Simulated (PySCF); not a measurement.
AsH2, SMILES [AsH2], multiplicity 2. Atoms are numbered in the order given.

```xyz
3

As     0.0000     0.0000     0.0613
H      0.0000    -1.0866    -1.0107
H      0.0000     1.0866    -1.0107
```
Charge 0, spin multiplicity 2.

Geometry: PBE0-D3(BJ)/def2-TZVPD. The isomer is the one that the SMILES or the coordinates give; other isomers of the formula were not compared.

Level of theory: TDA-M06-2X/def2-TZVPD (PySCF 2.14.0).

Vertical excitations. Gas-phase values at a fixed geometry.

| state | energy (eV) | λ (nm) | f | main pairs |
|---|---|---|---|---|
| root 1 | 2.78 | 446 | 0.006 | β HOMO→LUMO 98 % |
| root 2 | 4.80 | 259 | 0.000 | α HOMO→LUMO+1 19 %, β HOMO−1→LUMO 80 % |
| root 3 | 5.24 | 237 | 0.000 | α HOMO→LUMO+1 79 %, β HOMO−1→LUMO 19 % |
| root 4 | 5.57 | 223 | 0.024 | α HOMO→LUMO 95 % |
| root 5 | 6.31 | 196 | 0.001 | α HOMO−1→LUMO+1 36 %, β HOMO→LUMO+2 57 % |
| root 6 | 6.99 | 177 | 0.045 | α HOMO−1→LUMO 5 %, β HOMO→LUMO+1 82 % |
| root 7 | 7.34 | 169 | 0.185 | α HOMO→LUMO+2 94 % |
| root 8 | 7.45 | 167 | 0.094 | α HOMO−1→LUMO 62 %, β HOMO→LUMO+1 13 %, β HOMO−1→LUMO+2 7 %, β HOMO→LUMO+3 6 % |
| root 9 | 7.75 | 160 | 0.017 | α HOMO→LUMO+4 40 %, α HOMO−1→LUMO+1 38 %, β HOMO→LUMO+2 18 % |
| root 10 | 7.95 | 156 | 0.017 | α HOMO→LUMO+3 98 % |
Unrestricted roots are not spin-pure.
